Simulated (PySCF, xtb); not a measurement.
Zn(OMe)(SH) (CH4OSZn), SMILES C[O][Zn][SH].

GFN2-xTB (xtb 6.7.1) at its own geometry gives an orbital gap of 2.57 eV and a dipole moment of 3.58 D.

The structure is a stationary point at r2SCAN-D4/def2-SVP. Other conformers were not sampled.

Q: What does PBE/def2-TZVP run with PySCF give? (An estimate is asked for; the answer gives what the named calculation found.)

A: gap 4.20 eV (levels -6.05 and -1.85 eV), dipole 1.18 D.
